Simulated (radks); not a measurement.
Results of a calculation; reference values are marked as such.
The chlorine ion Cl12+ is in [He] 2s2 2p(1/2: 1, 3/2: 0). Level of theory: Dirac Kohn-Sham, BLYP, spin-unpolarised, spherical densities, finite nucleus; Fermi nuclear charge, rms radius of each element as measured or else 0.836 A^(1/3) + 0.57 fm (a radial shooting solver on a logarithmic mesh with Libxc functionals). Sub-shells are occupied by j as written (lower j first in brackets). One electron is removed from 1s1/2, 2s1/2, 2p1/2 in turn, with full relaxation. Which removal costs least, and what does each cost?

Answer. 2p1/2 655.47 eV; 2s1/2 690.50 eV; 1s1/2 3411.5 eV. The 2p1/2 electron leaves first.
